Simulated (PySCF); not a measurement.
**Question.** Write Cartesian coordinates for `NNc1ccccc1` (phenylhydrazine) as optimised with GFN2-xTB.

**Answer.** 
```xyz
16
C6H8N2 angstrom
N     -2.734   -0.666   -0.477
N     -1.891    0.388   -0.082
C     -0.518    0.254    0.004
C      0.095   -0.994    0.124
C      1.466   -1.086    0.269
C      2.250    0.053    0.300
C      1.647    1.296    0.186
C      0.281    1.400    0.034
H     -2.841   -1.318    0.297
H     -2.349   -1.176   -1.274
H     -2.222    1.282   -0.422
H     -0.499   -1.897    0.110
H      1.924   -2.061    0.358
H      3.321   -0.025    0.413
H      2.251    2.192    0.209
H     -0.188    2.369   -0.059
```

Orientation and origin are arbitrary. Atoms count from 1 in this order. Of the pairs four or more bonds apart, N1···H12 is among the closest relative to their van der Waals radii: 2.62 Å, 95 % of the sum of Bondi's values. N2 (hydrazine nitrogen) has angles 122.7°, 115.6° and 111.8°, sum 350.1°, 0.23 Å off the plane of its three neighbours. The 6-membered ring C3–C4–C5–C6–C7–C8 has internal angles of 118.7° to 120.7° (sum 720°, against 720° for a flat polygon); it is planar, 0.00 Å rms from its mean plane, widest ring torsion 0°. N1 (hydrazine nitrogen) is pyramidal (angles 111.6°, 109.3° and 108.2°, sum 329.0°, 0.37 Å off the plane of its three neighbours).

Bonds between heavy atoms (Å): N1–N2 1.406, N2–C3 1.382, C3–C4 1.395, C4–C5 1.382, C5–C6 1.383, C6–C7 1.387, C7–C8 1.379, C3–C8 1.397.

Computed geometry: GFN2-xTB, gas phase.

Point group: C1 (no symmetry element, even within 0.4 Å). GFN2-xTB frequencies: not computed here. One conformer, not necessarily the lowest (H–N1–N2–C3 77° and -43°, N1–N2–C3–C4 -21°).
